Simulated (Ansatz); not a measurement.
Input file for Ansatz (a program for electronic structure): U-wB97X-V/def2-TZVPP on BiBrH2 (SMILES [Br][BiH2]), a point of a bond scan (R = 2.161 Å). Elements past Kr take the def2 small-core potentials; no spin–orbit coupling.

Ansatz 0.2 input:
```yaml
crystal:
  periodic: [false, false, false]
  atoms:
    - {symbol: Bi, position_ang: [-0.43377418, -0.48629616, 0.40451161]}
    - {symbol: H, position_ang: [-2.19160136, -0.09067798, -0.78932095]}
    - {symbol: H, position_ang: [-0.03488637, -1.88034559, -0.66401785]}
    - {symbol: Br, position_ang: [1.08390780, 1.21141547, -0.92343133]}
basis:
  gaussian:
    orbitals: def2-TZVPP
hamiltonian:
  xc: {name: wB97X-V}
magnetization: {spin_polarized: true, initial_magnetization: 0}
```

Problem. Give the final energy of this run.

Solution. -2789.7266 hartree.

Problem. How many basis functions does it have, and what does it roughly cost on one machine?

Solution. 126 functions; roughly 19 core-seconds.
